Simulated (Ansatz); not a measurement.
Cost and result for the atomization energy of C9H18, SMILES `CCCC1CCCCC1` (27 atoms, 27 bonds).

| atom | x (Å) | y (Å) | z (Å) |
| --- | --- | --- | --- |
| C1 | -1.2800 | -2.3752 | -2.2606 |
| C2 | -0.7373 | -2.0214 | -0.8867 |
| C3 | 0.1149 | -0.7625 | -0.9022 |
| C4 | 0.7841 | -0.4274 | 0.4303 |
| C5 | 1.7642 | 0.7394 | 0.2913 |
| C6 | 1.0635 | 2.0782 | 0.0926 |
| C7 | 0.0652 | 2.3497 | 1.2099 |
| C8 | -0.9283 | 1.2049 | 1.3562 |
| C9 | -0.2095 | -0.1234 | 1.5544 |
| H10 | -0.4680 | -2.5441 | -2.9737 |
| H11 | -1.8913 | -3.2803 | -2.2322 |
| H12 | -1.9016 | -1.5673 | -2.6575 |
| H13 | -1.5733 | -1.8987 | -0.1906 |
| H14 | -0.1405 | -2.8558 | -0.4993 |
| H15 | 0.9020 | -0.8818 | -1.6576 |
| H16 | -0.4987 | 0.0772 | -1.2467 |
| H17 | 1.3604 | -1.3139 | 0.7256 |
| H18 | 2.3743 | 0.7956 | 1.2013 |
| H19 | 2.4560 | 0.5467 | -0.5354 |
| H20 | 0.5417 | 2.0864 | -0.8711 |
| H21 | 1.8050 | 2.8815 | 0.0440 |
| H22 | 0.6103 | 2.4706 | 2.1550 |
| H23 | -0.4606 | 3.2926 | 1.0312 |
| H24 | -1.5627 | 1.1570 | 0.4633 |
| H25 | -1.6014 | 1.3926 | 2.1981 |
| H26 | -0.9323 | -0.9370 | 1.6597 |
| H27 | 0.3438 | -0.0836 | 2.5008 |

Total charge 0; spin multiplicity 1. Geometry: relaxed with PBE0-D4/def2-TZVP. It is one conformer, not always the lowest. Program: Ansatz. All runs use 4 threads of an AMD EPYC 7R13 on a shared host and a share of an NVIDIA H100 80 GB. Times are those of one run each, without the atoms' runs, and a repeat can differ threefold. Electronic energies, without spin–orbit coupling; frozen cores. CCSD(T)/CBS adds CCSD(T) − MP2 in def2-TZVPP to the MP2 limit, and its time is that of the two runs behind it. T1 = 0.009. HSE06 is the plane-wave form, built on full-range PBE exchange.

CCSD(T)/CBS is a level of theory with its own doubt, some kJ/mol a heavy atom from the limit and from the frozen cores, so smaller differences don't rank the functionals.

```tsv
level	functions	wall time	atomization (kJ/mol)	difference from CCSD(T)/CBS	per bond
PBE-QIDH/def2-TZVPP	531	9.5 s	11101.7	27.5	1.0
LDA (SPW92)/def2-TZVPP	531	10 s	12563.9	1489.7	55.2
BHLYP-D4/def2-TZVPP	531	11 s	10855.8	-218.4	-8.1
ωB97M-V/def2-TZVPP (with forces)	531	13 s	11108.8	34.6	1.3
B2PLYP/def2-TZVPP	531	13 s	10964.5	-109.7	-4.1
CCSD(T)/def2-SVP	216	13 s	10710.8	-363.4	-13.5
MP2/def2-QZVPP	1053	13 s	11098.1	23.9	0.9
r2SCAN-D4/def2-TZVPP (with forces)	531	14 s	11103.3	29.1	1.1
r2SCANh-D4/def2-TZVPP	531	14 s	11071.2	-3.0	-0.1
B97M-V/def2-TZVPP	531	16 s	11095.3	21.1	0.8
HSE06-D4/def2-TZVPP	531	17 s	11187.1	112.9	4.2
CCSD(T)/def2-TZVPP	531	55 s	10853.2	-221.0	-8.2
CCSD(T)/CBS(def2)	–	68 s	11074.2	0.0	0.0
```

At CCSD(T), def2-SVP lies −363.4 kJ/mol from the extrapolated value and def2-TZVPP −221.0 kJ/mol: correlation converges slowly with the basis, and small sets miss more of it in the bonded molecule than in its fragments. Leaving LDA and LC-ωPBE aside and taking each functional with its dispersion term where it has one, the values, not all of them listed here, spread over 429.8 kJ/mol, from BHLYP-D4 to PBE-D4. LDA lies +1344.9 kJ/mol from PBE without D4, its usual overbinding. From BLYP to BHLYP (50 % exact exchange), in def2-TZVPP and without D4, the atomization energy moves by −70.9 kJ/mol: exact exchange takes away binding that semilocal exchange gives to molecules.
